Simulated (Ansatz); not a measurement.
A run for Ansatz (an electronic-structure program): R-RI-MP2/aug-cc-pVTZ on CH2F4 (a complex), monomers drawn apart or pushed together. Files ending in .json are basis or fitting sets from the Basis Set Exchange.

Ansatz 0.2 input:
```yaml
crystal:
  periodic: [false, false, false]
  atoms:
    - {symbol: F, position_ang: [0.25024175, 0.23257027, -0.14423264]}
    - {symbol: H, position_ang: [-0.02466204, 0.91421912, 0.42293237]}
    - {symbol: F, position_ang: [-0.21002151, 1.10133117, 3.25069024]}
    - {symbol: C, position_ang: [0.17425339, -0.07384446, 3.81547403]}
    - {symbol: F, position_ang: [-0.86562464, -0.55697139, 4.49877240]}
    - {symbol: F, position_ang: [1.16804232, 0.18887982, 4.66688344]}
    - {symbol: H, position_ang: [0.49241584, -0.76704651, 3.03819603]}
basis:
  gaussian:
    orbitals: aug-cc-pVTZ
    fitting: {mean_field: def2-universal-JKFIT, correlation: aug-cc-pVTZ-RIFIT.json}
magnetization: {spin_polarized: false}
correlation: {method: mp2, electrons: outside_noble_gas}
scf: {lower_state_search: off}
```

The head of its log:

```
WARN ansatz: RAYON_NUM_THREADS=2 ignored (pool sized by the plan → 2); use --threads N
Functional definition: HF
these checks for a lower state are left out or cut short: stability, starts, cluster_reference, orbital_swaps, neighbouring_geometries, increment
integrals: 0.28 GiB planned
419 factors; integrals over basis functions are off by at most 9.0e-1 eV
mean field: 0.50 GiB planned
mean field evaluation 1: about -11887.0146 eV, gradient 4.7e1 eV
mean field evaluation 2: about -11889.5337 eV, gradient 2.9e1 eV
mean field evaluation 4: about -11890.6176 eV, gradient 7.8e-1 eV
mean field -11890.62045509 eV, -436.9722419726 hartree, gradient 1.7e-6 eV, S^2 0.000000; 0 other end points of the search recorded, 0 dependent functions left out
5 core orbitals not correlated
622 factors; their error is unknown
reference -11890.62045509 eV, -436.9722419726 hartree; 17, 17 occupied and 254, 254 virtual orbitals, 622 factors
```

Q: Predict the final total energy.

A: -438.1891 hartree.
